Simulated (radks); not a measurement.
Q: Spherical quantum dot in the effective-mass picture: electrons in a hard-walled sphere of radius 5.57, with a point charge +1 (a donor) at the centre, all in effective atomic units (hartree* = m*/eps^2 hartree, bohr* = eps/m* bohr), one dielectric constant everywhere. Method: non-relativistic Kohn-Sham, LDA (Slater exchange, Perdew-Wang correlation), spin-polarised, spherical densities; computed with a radial shooting solver with Libxc functionals. Levels are named by radial order and angular momentum (1s, 1p, 1d, 2s, ...), and open shells are averaged over m. Each electron was tried in the lowest free levels, single moves between levels near the top were tried too, and the lowest total energy was kept; such a search can miss a lower state. Give the order in which the levels fill up to N = 43, the shell closures and the spin along the way.

A: Shells are first occupied in the order 1s, 1p, 2s, 1d, 1f, 1g. Open shells at each N (closed shells left out): 1: 1s(up 1, down 0); 2: none; 3: 1p(up 1, down 0); 4: 1p(up 2, down 0); 5: 1p(up 3, down 0); 6: 1p(up 3, down 1); 7: 1p(up 3, down 2); 8: none; 9: 2s(up 1, down 0); 10: 1d(up 1, down 0) 2s(up 1, down 0); 11: 1d(up 3, down 0); 12: 1d(up 4, down 0); 13: 1d(up 5, down 0); 14: 1d(up 5, down 0) 2s(up 1, down 0); 15: 1d(up 5, down 1) 2s(up 1, down 0); 16: 1d(up 5, down 3); 17: 1d(up 5, down 4); 18: none; 19: 2s(up 1, down 0); 20: 2s(up 1, down 0) 1f(up 1, down 0); 21: 2s(up 1, down 0) 1f(up 2, down 0); 22: 2s(up 1, down 0) 1f(up 3, down 0); 23: 2s(up 1, down 0) 1f(up 4, down 0); 24: 2s(up 1, down 0) 1f(up 5, down 0); 25: 2s(up 1, down 0) 1f(up 6, down 0); 26: 2s(up 1, down 0) 1f(up 7, down 0); 27: 2s(up 1, down 0) 1f(up 7, down 1); 28: 2s(up 1, down 0) 1f(up 7, down 2); 29: 2s(up 1, down 0) 1f(up 7, down 3); 30: 2s(up 1, down 0) 1f(up 7, down 4); 31: 2s(up 1, down 0) 1f(up 7, down 5); 32: 2s(up 1, down 0) 1f(up 7, down 6); 33: 2s(up 1, down 0); 34: none; 35: 1g(up 1, down 0); 36: 1g(up 2, down 0); 37: 1g(up 3, down 0); 38: 2s(up 1, down 0) 1g(up 5, down 0); 39: 2s(up 1, down 0) 1g(up 6, down 0); 40: 2s(up 1, down 0) 1g(up 7, down 0); 41: 2s(up 1, down 0) 1g(up 8, down 0); 42: 2s(up 1, down 0) 1g(up 9, down 0); 43: 2s(up 1, down 0) 1g(up 9, down 1). All shells are closed at N = 2, 8, 18, 34 (there: 1s2 1p6 1d10 2s2 1f14). Largest 2S: 10, at N = 42.
